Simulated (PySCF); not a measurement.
Molecular orbitals of MgTe⁻

B97-3 at R = 2.574 Å; PySCF, scalar-relativistic core potentials, basis sets Mg aug-cc-pVDZ, Te aug-cc-pVDZ-PP with ECP28. State: ²Σ⁺ (doublet), unpaired electrons σ ↑. Only the outer orbitals are listed, counted within each symmetry, core potentials removing the inner ones.

```tsv
spin	orbital	occ.	ε (eV)	on Mg (%)	main shells (%)
α	7σ	1	-10.59	6	94 Te s
α	8σ	1	-2.80	53	51 Mg s, 46 Te p
α	4π	1	-0.87	9	91 Te p
α	4π	1	-0.87	9	91 Te p
α	9σ	1	-0.65	71	36 Mg p, 34 Mg s, 26 Te p
α	10σ	0	2.35	98	80 Mg p, 16 Mg s, 9 Te s
β	7σ	1	-10.31	6	94 Te s
β	8σ	1	-2.18	45	53 Te p, 41 Mg s
β	4π	1	-0.79	9	91 Te p
β	4π	1	-0.79	9	91 Te p
β	9σ	0	1.26	75	46 Mg p, 29 Mg s, 14 Te p
```

Question: Which are the highest filled and the lowest empty level, where do they sit, and how wide is the gap?

Answer: Highest filled α 9σ at -0.65 eV (in %: 36 Mg p, 34 Mg s, 26 Te p); lowest empty β 9σ at 1.26 eV (in %: 46 Mg p, 29 Mg s, 14 Te p); the gap at B97-3 is 1.91 eV. An empty level above zero is unbound, and its energy depends on the basis.

```json
{"bond order (Mayer)": "1.53", "⟨S²⟩": "0.755", "charge on Mg (Mulliken, basis-dependent)": "-0.17", "charge on Mg (Löwdin, basis-dependent)": "-0.24", "dipole moment (positive dipole points towards Te; it is taken about the centre of mass and depends on that origin)": "0.95 D"}
```

Spin–orbit coupling is left out. The state was picked by a PBE0 search and need not be the measured ground state.
